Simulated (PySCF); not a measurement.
Compound: C₁₀H₁₅N.
SMILES with atom numbers: `[CH3:1][N:2]([CH3:3])[C:4]1=[CH:5][CH:6]=[CH:7][C:8]12[CH2:9][CH2:10][CH2:11]2` (hydrogens: H12, H13, H14 on C1; H15, H16, H17 on C3; H18 on C5; H19 on C6; H20 on C7; H21, H22 on C9; H23, H24 on C10; H25, H26 on C11)

Method: PBE0-D3(BJ)/def2-SVP geometry optimisation, gas phase in PySCF 2.14.0; density fitting, grid level 2; the optimiser is geomeTRIC in internal coordinates, started from a GFN2-xTB structure.

Step 0: E = -12080.4588 eV
```
atom  x, y, z in Å  |  force x, y, z in eV/Å
C1      1.7523   -1.2907   -0.1209   -0.041   0.540  -0.049
N2      1.5249    0.1136   -0.3654    0.263  -0.029   0.052
C3      2.7360    0.8987   -0.4093   -0.509  -0.319  -0.079
C4      0.3933    0.7555    0.0857    0.184  -0.358  -0.245
C5      0.2809    2.0717    0.3918    0.170   0.181   0.158
C6     -1.1052    2.3961    0.6230    0.003  -0.005  -0.067
C7     -1.8570    1.3040    0.4549    0.034  -0.308  -0.107
C8     -0.9849    0.1326    0.1153    0.034   0.320   0.048
C9     -1.4313   -0.6859   -1.1217   -0.089  -0.118   0.195
C10    -1.8311   -1.8579   -0.2146    0.125   0.134   0.020
C11    -1.2870   -1.1023    1.0061   -0.093  -0.103  -0.170
H12     2.1041   -1.4845    0.9024    0.066  -0.147   0.303
H13     2.5187   -1.6454   -0.8132    0.177  -0.160  -0.175
H14     0.8486   -1.8619   -0.2985   -0.311  -0.302  -0.046
H15     2.5425    1.8292   -0.9408    0.000   0.356  -0.157
H16     3.1213    1.1374    0.5907    0.130   0.124   0.316
H17     3.4999    0.3419   -0.9517    0.263  -0.138  -0.158
H18     1.0703    2.7961    0.4607    0.514   0.318  -0.010
H19    -1.4476    3.3815    0.8875   -0.252   0.504   0.164
H20    -2.9203    1.2074    0.5727   -0.635  -0.035   0.104
H21    -2.2487   -0.2287   -1.6749   -0.227   0.176  -0.255
H22    -0.6200   -0.9015   -1.8133    0.328  -0.048  -0.263
H23    -1.3371   -2.8039   -0.4349    0.111  -0.359  -0.081
H24    -2.9042   -2.0342   -0.1751   -0.370  -0.129   0.010
H25    -2.0238   -0.8971    1.7806   -0.182   0.065   0.303
H26    -0.4159   -1.5490    1.4763    0.308  -0.159   0.189
```

Question: Estimate the geometry and energy of step 1. (The exact step hangs on the optimiser's Hessian estimate; all steps are aligned on step 0, rigid shifts and turns removed.)

Answer: E = -12080.5298 eV, largest force 0.140 eV/Å
```
atom  x, y, z in Å  |  force x, y, z in eV/Å
C1      1.7396   -1.2887   -0.0904    0.016  -0.111   0.024
N2      1.5270    0.1107   -0.3486   -0.063   0.040  -0.049
C3      2.7236    0.8977   -0.4510    0.118   0.059   0.046
C4      0.3974    0.7647    0.0931   -0.014  -0.010   0.063
C5      0.2943    2.0870    0.4196    0.079   0.020  -0.048
C6     -1.1093    2.4082    0.6406   -0.053   0.104   0.036
C7     -1.8672    1.3101    0.4649   -0.077  -0.009  -0.011
C8     -0.9883    0.1424    0.1219    0.035  -0.011  -0.018
C9     -1.4125   -0.6848   -1.1292   -0.014   0.028  -0.086
C10    -1.8300   -1.8628   -0.2307   -0.035  -0.089  -0.015
C11    -1.2897   -1.1157    1.0022    0.012  -0.009   0.091
H12     2.0640   -1.4980    0.9515   -0.018   0.014  -0.032
H13     2.5244   -1.6666   -0.7644   -0.021   0.016   0.014
H14     0.8348   -1.8772   -0.2868    0.032   0.028   0.001
H15     2.5216    1.8263   -1.0075   -0.015  -0.036   0.010
H16     3.1385    1.1820    0.5401   -0.011   0.000  -0.051
H17     3.4954    0.3317   -0.9940   -0.024   0.003   0.013
H18     1.1099    2.8071    0.4803   -0.021  -0.024   0.000
H19    -1.4725    3.4008    0.9201    0.012  -0.047  -0.005
H20    -2.9479    1.2177    0.5933    0.048   0.004   0.004
H21    -2.2133   -0.2210   -1.7226    0.020  -0.006  -0.002
H22    -0.5685   -0.8963   -1.8035   -0.012   0.007   0.034
H23    -1.3458   -2.8266   -0.4554   -0.016   0.020   0.003
H24    -2.9154   -2.0403   -0.2004    0.023   0.008   0.000
H25    -2.0243   -0.9188    1.7959    0.015  -0.008  -0.007
H26    -0.4070   -1.5667    1.4740   -0.017   0.011  -0.017
```

The energy changes by -0.0710 eV. The first-order estimate −F·Δx gives -0.1460 eV and the mean of the old and new forces, exact on a quadratic surface, -0.0707 eV. The step makes an angle of 69° with the force vector and moves no atom by more than 0.070 Å.

What follows is the cost of the whole optimisation. Hardware: one thread, Intel Xeon 6975P-C (x86_64), shared host with 192 logical CPUs at a one-minute load of 85. Cost: 4.3 min of wall time, 1.1 GiB resident at most.
